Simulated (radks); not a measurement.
Problem. These are the eigenvalues of the occupied orbitals of an atom or ion with whole-number occupations (hartree). Method: Dirac Kohn-Sham, BLYP, spin-unpolarised, spherical densities, finite nucleus; Fermi nuclear charge, rms radius of each element as measured or else 0.836 A^(1/3) + 0.57 fm; computed with a radial shooting solver on a logarithmic mesh with Libxc functionals.

1s1/2: -14.08301
2s1/2: -2.32419
2p1/2: -2.06869
2p3/2: -2.06755

Which element is it, and in what charge state? The configuration may be excited. Open shells, if any, are shared by 2j + 1.

Solution. Z = 6, carbon, charge +3: C3+ in 1s1 2s1 2p1. The list shows which subshells hold electrons but not how many an open one holds; the 1s level, -14.083 hartree, gives Z - s = 5.3 by -(Z - s)^2/2, which with screening and relativity narrows Z to a few neighbours, and the depths of the outer levels then fix element, charge and occupations together.
